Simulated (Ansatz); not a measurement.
Cartesian coordinates in Å:
```
C -2.063 -0.852 0.966
O -1.084 0.131 0.839
Hf 0.223 1.461 0.557
F 1.676 1.074 1.725
Cl -0.662 3.621 0.837
Se 1.090 1.218 -1.848
C 1.841 -0.583 -1.544
H -1.698 -1.669 1.593
H -2.962 -0.431 1.424
H -2.326 -1.251 -0.018
H 2.422 -0.616 -0.624
H 2.500 -0.784 -2.386
H 1.043 -1.321 -1.521
```

The species carries charge 0 and has multiplicity 1. Hf takes the def2 core potential.

Q: List the CAM-B3LYP/def2-TZVPP orbital energies in eV (Ansatz 0.2.0). (Estimate.)

A: Computed: Occupied: -12352.28, -2764.13, -1581.47, -1419.70, -1419.64, -1419.62, -673.12, -523.15, -280.63, -279.71, -258.93, -214.06, -197.91, -197.88, -197.87, -158.20, -158.02, -157.96, -70.73, -58.99, -58.94, -58.89, -58.75, -58.74, -39.59, -39.29, -38.94, -32.86, -29.73, -24.02, -22.66, -20.99, -18.99, -15.27, -14.89, -14.85, -14.13, -13.90, -13.70, -13.57, -13.47, -11.90, -11.25, -11.13, -10.84, -10.69, -10.45, -9.07, -8.02. Lowest empty: -0.43, 0.40, 0.60, 1.00, 1.07, 1.41, 1.73, 2.35.
